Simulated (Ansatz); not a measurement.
`[NH2][AlH][SiH2]O` + `C[SiH](N)O` → `C[SiH](O)N[SiH2]O` + `[NH2][AlH2]`  (cleavage of the Si–Al bond)

Program: Ansatz. Geometries: PBE0-D4/def2-TZVP. ΔE: electronic, gas phase. CBS: MP2 limit from def2 TZ/QZ plus the TZ coupled-cluster correction, frozen cores. This one scheme is used for every species. Functionals use def2-TZVPP. B3LYP here is the variant with VWN-RPA as its local correlation; programs differ in this. One conformer a species, not always the lowest.

```
          level  ΔE (kJ/mol)  difference from CCSD(T)/CBS
      r2SCAN-D4        -88.8                          3.2
        PBE0-D4        -79.3                         12.7
       B3LYP-D4        -91.2                          0.8
        ωB97X-V        -91.5                          0.5
        ωB97M-V        -99.4                         -7.4
            PBE        -66.9                         25.1
         r2SCAN        -87.4                          4.6
           PBE0        -74.9                         17.1
          B3LYP        -83.1                          8.9
  HF/def2-TZVPP       -101.0                         -9.0
 MP2/def2-TZVPP       -102.6                        -10.6
CCSD/def2-TZVPP        -94.2                         -2.2
 MP2/def2-QZVPP       -101.8                         -9.8
   HF/CBS(def2)       -101.8                         -9.8
  MP2/CBS(def2)       -100.7                         -8.7
 CCSD/CBS(def2)        -92.3                         -0.3
    CCSD(T)/CBS        -92.0                            0
```

Largest T1 diagnostic among the species: 0.012.

From PBE to PBE0 (25 % exact exchange), in def2-TZVPP and without D4, ΔE moves by −8.0 kJ/mol. The D4 term adds −8.1 kJ/mol with B3LYP and −4.4 kJ/mol with PBE0; it sums over pairs of atoms, weighted by their polarisabilities, and B3LYP, whose exchange is more repulsive, gets the larger term.
